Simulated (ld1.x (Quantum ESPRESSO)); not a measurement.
**Which change was made? (W, TM)**

* Element: tungsten
* Generator: ld1.x (Quantum ESPRESSO) 7.5
* Type: norm-conserving Troullier–Martins (Kleinman–Bylander form)
* Functional: PBEsol
* Relativity: scalar-relativistic
* Frozen core: [Kr] 4d10 4f14 5s2
* Valence charge: 12
* Reference configuration: 5p6 5d4 6s2 6p0
* Partial waves: 6s (bound): rc 2.50 bohr; 5d (bound): rc 1.50 bohr; 5f channel at 0.25 Ry: rc 1.90 bohr; 5p (bound): rc 1.45 bohr
* Local potential: the p channel
* Core correction: a·sin(br)/r model core inside 1.00 bohr

Cutoffs, loose and tight: the cutoffs (Ry, on a coarse ladder) from which the occupation-weighted sum of valence levels, in a spherical-Bessel basis at the reference potential, stays within 10 and 1 mRy of its value at 400 Ry. They do not see the model core or the augmentation charge, which bear on the density cutoff. Test errors are all-electron minus pseudo excitation energies from the reference, over the configurations 5p6 5d4 6s1 6p0; 5p6 5d4 6s0 6p0; 5p6 5d3 6s0 6p0; 5p6 5d4 6s0 6p1; 5p6 5d2 6s0 6p0; 5p6 5d4 6s0 6p2; 5p6 5d3 6s2 6p0; variants that change the core or the reference have their own tests. The largest error is taken over the tests solved by every variant that gives reliable tests at all, those not shown here included: 5p6 5d2 6s0 6p0; 5p6 5d3 6s0 6p0; 5p6 5d4 6s0 6p0; 5p6 5d4 6s0 6p1; 5p6 5d4 6s0 6p2; 5p6 5d4 6s1 6p0.

The base gives: outcome: generated; cutoff, loose: 80 Ry; cutoff, tight: 110 Ry; bound ghosts: s; largest test error (meV): +45.

(1) After one change the result is: outcome: generated; cutoff, loose: 35 Ry; cutoff, tight: 45 Ry; bound ghosts: s; largest test error (meV): +329. Which change was it?
A. all radii but the core radius scaled by about 1.37 (s 3.42, p 1.98, d 2.06, f 2.60 bohr)
B. all radii but the core radius scaled by about 1.15 (s 2.88, p 1.66, d 1.72, f 2.18 bohr)
C. all radii but the core radius scaled by about 0.82 (s 2.04, p 1.18, d 1.22, f 1.56 bohr)

Results:

(1) A. The others give: all radii but the core radius scaled by about 1.15 (s 2.88, p 1.66, d 1.72, f 2.18 bohr) → outcome: generated; cutoff, loose: 45 Ry; cutoff, tight: 80 Ry; bound ghosts: s; largest test error (meV): +131 | all radii but the core radius scaled by about 0.82 (s 2.04, p 1.18, d 1.22, f 1.56 bohr) → outcome: generated; cutoff, loose: 110 Ry; cutoff, tight: 180 Ry; bound ghosts: f, s; largest test error (meV): -70.
